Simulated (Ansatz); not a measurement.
`OC[B](Cl)[GeH3]` + `C=CC(=N)F` → `N=[C](F)[GeH3]` + `C=CB(Cl)CO`  (formal exchange of groups at a Ge–B bond)

Computed with Ansatz on PBE0-D4/def2-TZVP structures; ΔE is electronic, products minus reactants. CCSD(T)/CBS is the MP2 limit (def2-TZVPP, def2-QZVPP) plus CCSD(T) − MP2 in def2-TZVPP, frozen cores. DFT in def2-TZVPP. For Ge outer-core shells are correlated without core-valence functions, which leaves a few kJ/mol of doubt a bond. Scalar relativity is left out up to krypton. Each species was taken in one conformer, which may not be the lowest.

| level | ΔE (eV) |
| --- | --- |
| PBE0-D4 | -0.01 |
| ωB97X-V | -0.08 |

(1) What does CCSD(T)/CBS give? (Best estimate.)

Largest T1 diagnostic among the species: 0.013.

Results:

(1) Ansatz gave: -0.07 eV. The listed levels differ from it by 0.06, -0.01 eV.
